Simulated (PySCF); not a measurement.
HfCl2, SMILES [Cl][Hf][Cl] (connectivity only; charge and spin as stated), neutral, multiplicity 3. Atoms are numbered in the order given.

```xyz
3

Hf     0.0000     0.0000    -0.1501
Cl     0.0000    -2.3227     0.3178
Cl     0.0000     2.3227     0.3178
```
Charge 0, spin multiplicity 3.

The structure is a stationary point at B3LYP-D3(BJ)/def2-TZVP. The spin state was assumed, not searched. The def2 effective core potentials stand for the cores of Hf; spin–orbit coupling is left out.

Level of theory: TDA-LC-ωPBE/def2-SVPD in PySCF.

Vertical excitations. Isolated molecule, no solvent.

Q: Give excitation energies, oscillator strengths and character. (The exact figures need the calculation; the answer reports its results.)

A: 
| state | energy (eV) | λ (nm) | f | main pairs |
|---|---|---|---|---|
| root 1 | 0.22 | 5531 | 0.000 | α HOMO→LUMO 94 % |
| root 2 | 1.34 | 925 | 0.000 | α HOMO→LUMO+2 98 % |
| root 3 | 1.41 | 878 | 0.000 | α HOMO→LUMO+1 94 % |
| root 4 | 1.48 | 838 | 0.002 | α HOMO−1→LUMO 94 % |
| root 5 | 2.14 | 580 | 0.000 | α HOMO−1→LUMO+2 98 % |
| root 6 | 2.20 | 564 | 0.002 | α HOMO−1→LUMO+1 95 % |
| root 7 | 3.38 | 367 | 0.020 | α HOMO→LUMO+4 83 % |
| root 8 | 3.48 | 357 | 0.021 | α HOMO→LUMO+3 88 % |
| root 9 | 4.28 | 290 | 0.248 | α HOMO−1→LUMO+4 85 % |
| root 10 | 4.32 | 287 | 0.263 | α HOMO−1→LUMO+3 92 % |
Unrestricted roots are not spin-pure.
